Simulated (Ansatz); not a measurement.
Si17H24 nanocrystal and its variants: gap (eV) at several levels, gas phase, relaxed structures; Ansatz. HOMO and LUMO are taken over both spins. The structures are stationary points that may keep the symmetry of their start.

```csv
species,state,geometry,PBE-D4/def2-SVP,PBE-D4/def2-TZVP,r2SCAN-D4/def2-TZVP,PBE0-D4/def2-SVP,PBE0-D4/def2-TZVP
"Si17OH22, double-bonded O in place of two caps",singlet,r2SCAN-D4/def2-SVP,2.48,2.42,2.71,4.31,4.23
"Si17H25, interstitial H",doublet,PBE-D4/def2-SVP,0.79,0.76,1.27,2.40,2.36
```

Problem. Estimate the rows for Si16BH24, B on an inner site (doublet, PBE-D4/def2-SVP geometry).

Solution. 
```csv
species,state,geometry,PBE-D4/def2-SVP,PBE-D4/def2-TZVP,r2SCAN-D4/def2-TZVP,PBE0-D4/def2-SVP,PBE0-D4/def2-TZVP
"Si16BH24, B on an inner site",doublet,PBE-D4/def2-SVP,0.37,0.38,0.66,1.78,1.81
```

Over the 3 species that have every level, the mean is 1.21 at PBE-D4/def2-SVP, 1.19 at PBE-D4/def2-TZVP, 1.55 at r2SCAN-D4/def2-TZVP, 2.83 at PBE0-D4/def2-SVP, 2.80 at PBE0-D4/def2-TZVP. Orbital gaps grow with the share of exact exchange and aren't one observable across functionals.
